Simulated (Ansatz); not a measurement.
C2H8FNSi can be A, `N[SiH2]CCF`, or B, `CC[SiH](N)F`.

Isolated molecules relaxed with PBE0-D4/def2-TZVP in Ansatz; ΔE leaves out vibrations. CCSD(T)/CBS adds triple-zeta CCSD(T) − MP2 to the extrapolated MP2 energy (def2 sets, frozen cores). Functionals use def2-TZVPP. B3LYP here is the variant with VWN-RPA as its local correlation; programs differ in this. Each species was taken in one conformer, which may not be the lowest.

A:

```xyz
13

N     2.345   -0.140    0.172
Si    0.740   -0.754    0.117
C    -0.442    0.676   -0.169
C    -1.892    0.279   -0.192
F    -2.703    1.392   -0.372
H     2.604    0.545    0.864
H     3.116   -0.760   -0.019
H     0.290   -1.473    1.350
H     0.697   -1.731   -1.005
H    -0.168    1.160   -1.111
H    -0.281    1.410    0.629
H    -2.197   -0.192    0.748
H    -2.108   -0.411   -1.014
```

B:

Z-matrix (Å, degrees):
```
C
C 1 1.527
H 1 1.093 2 111.4
H 1 1.092 2 111.2 3 -119.7
H 1 1.092 2 111.5 3 120.0
Si 2 1.859 1 113.9 3 60.0
H 2 1.095 1 110.8 3 -61.6
H 2 1.097 1 110.2 3 -178.4
F 6 1.611 2 106.7 1 51.6
N 6 1.701 2 110.2 1 175.2
H 6 1.484 2 114.1 1 -63.8
H 10 1.007 6 121.7 2 -44.0
H 10 1.006 6 121.3 2 164.6
```

(1) Which is lower in electronic energy at CCSD(T)/CBS, and by how much? (Estimate.)

(2) Give E(B) − E(A) in kcal/mol with CCSD(T)/def2-TZVPP, r2SCAN-D4, HF/def2-TZVPP, MP2/def2-TZVPP, B3LYP-D4, PBE-D4, ωB97M-V. (An estimate is asked.)

Largest T1 diagnostic: 0.010.

Results:

(1) Ansatz gave: B, by 57.6 kcal/mol.

(2) The calculation gave: CCSD(T)/def2-TZVPP -56.7, r2SCAN-D4 -56.4, HF/def2-TZVPP -56.3, MP2/def2-TZVPP -59.0, B3LYP-D4 -55.8, PBE-D4 -53.7, ωB97M-V -56.4. None reverses the order clearly.

From PBE to PBE0 (25 % exact exchange), in def2-TZVPP and without D4, E(B) − E(A) moves by −1.3 kcal/mol.
